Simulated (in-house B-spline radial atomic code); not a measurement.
# Ionising the scandium ion Sc¹⁰⁺ with different functionals

Computed with a radial B-spline atomic code at the basis-set limit: non-relativistic Hamiltonian, point nucleus, spin-polarised at highest spin, spherical fractional occupations for the functionals, the average over the highest-spin determinants for Hartree-Fock. The ionisation energy is the difference of two self-consistent energies, [Ne] 3s1 → [He] 2s2 2p6, without Breit or QED terms; ε is the level of the shell that loses the electron (its least bound occupied spin orbital).

```
           method                    rung  ΔSCF (eV)  -ε(3s) (eV)
     Hartree-Fock            Hartree-Fock     248.10       248.15
    HF fractional            Hartree-Fock     248.10       248.15
         LDA VWN5                     LDA     249.55       239.05
         LDA PW92                     LDA     249.54       239.04
LDA exchange-only                     LDA     248.32       237.85
              PBE                     GGA     249.92       239.04
           PBEsol                     GGA     249.32       238.85
             BLYP                     GGA     250.43       239.31
             RPBE                     GGA     249.77       238.88
             PW91                     GGA     250.06       239.25
             BP86                     GGA     249.28       239.09
             AM05                     GGA     249.01       238.79
             OLYP                     GGA     249.82       239.04
             TPSS                meta-GGA     249.23       239.04
             SCAN                meta-GGA     248.54       239.54
           r2SCAN                meta-GGA     248.39       239.44
            M06-L                meta-GGA     247.26       238.82
          revTPSS                meta-GGA     248.93       239.02
             PBE0           global hybrid     249.55       241.47
            B3LYP           global hybrid     250.23       241.36
            TPSSh           global hybrid     249.15       240.00
           M06-2X           global hybrid     249.37       244.64
        BHandHLYP           global hybrid     249.85       244.07
          r2SCAN0           global hybrid     248.49       241.78
            B97-1           global hybrid     249.00       240.77
            HSE06  range-separated hybrid     249.61       241.14
            wB97X  range-separated hybrid     247.13       243.91
        CAM-B3LYP  range-separated hybrid     250.20       243.34
          LC-wPBE  range-separated hybrid     249.95       244.69
```

(1) Among the functionals, which spreads more, the ΔSCF values or the orbital energies?

(2) How do they compare with the NIST value?

## Answers

(1) The orbital energies: ΔSCF values span about 3.30 eV and the orbital energies 6.85 eV.

(2) NIST lists 249.80 eV ± 0.005 (semi-empirical, ground level to ground level). Errors run from -2.66 to +0.63 eV; OLYP is closest (+0.02 eV), but part of that can be cancellation, since the calculations leave out relativity, Breit-QED terms. Hartree-Fock also lacks correlation.
